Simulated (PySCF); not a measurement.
Gas-phase reaction: SiH₃Br + SiBr₂ → SiHBr₃ + SiH₂

Energies from PySCF, thermal terms from the rigid-rotor harmonic-oscillator model, ideal gas at 1 bar. Table values come from the NASA 1993 polynomials. † marks an energy on the PBE0/def2-TZVP geometry and frequencies; other levels use their own. CCSD(T) freezes the core. 6-31G* has spherical d functions here. All species are closed-shell singlets. B3LYP is the form with VWN-RPA correlation. Br: all electrons, no relativistic terms. For this reaction the table lies outside the span of B3LYP, CCSD(T), M06-2X, MP2, PBE0, r2SCAN, ωB97M-V, ωB97X-V in their largest bases here; which side is off was not settled. CCSD(T) isn't extrapolated to the basis-set limit. The table's entry may be an old estimate for SiH₃Br, SiBr₂, SiHBr₃, SiH₂ (not checked at source).

| level | ΔH°(298 K), kJ |
|---|---|
| table | 73.0 |
| B3LYP/6-31G* | 112.7 |
| CCSD(T)/def2-SVP† | 92.5 |
| M06-2X/def2-TZVP† | (withheld) |
| PBE/def2-TZVP† | (withheld) |
| PBE0/def2-QZVP† | 102.7 |
| PBE0/def2-TZVP | (withheld) |

Fill in the missing entries.


- M06-2X/def2-TZVP†, ΔH°(298 K), kJ: 101.4
- PBE/def2-TZVP†, ΔH°(298 K), kJ: 111.0
- PBE0/def2-TZVP, ΔH°(298 K), kJ: 102.2
